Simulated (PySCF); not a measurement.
Computed shifts of a molecule C2H8O2Si, PBE/pcSseg-1 in PySCF, GIAO, gas phase, atoms alike by connectivity averaged where their shifts nearly agree, in ppm (number of nuclei): ¹³C: 53.3 (1), -2.9 (1). ²⁹Si: -8.9 (1). ¹H: 5.26 (1), 4.01 (3), 1.53 (1), 0.44 (3). References: ¹³C against TMS (σ = 182.0 ppm); ¹⁷O against H2O (σ = 334.3 ppm); ²⁹Si against TMS (σ = 335.4 ppm); ¹H against TMS (σ = 31.49 ppm), references at their B3LYP-D3(BJ)/def2-TZVP geometries, non-relativistic. Coordinates come from a PBE0-D3(BJ)/def2-SVP optimisation. One conformer was computed; it need not be the lowest.

Problem. Pick the molecule that these values belong to.
A. OCCO[SiH3]
B. COCO[SiH3]
C. CO[Si@@H](C)O
D. C[C@H](O)[SiH2]O

Solution. C, CO[Si@@H](C)O
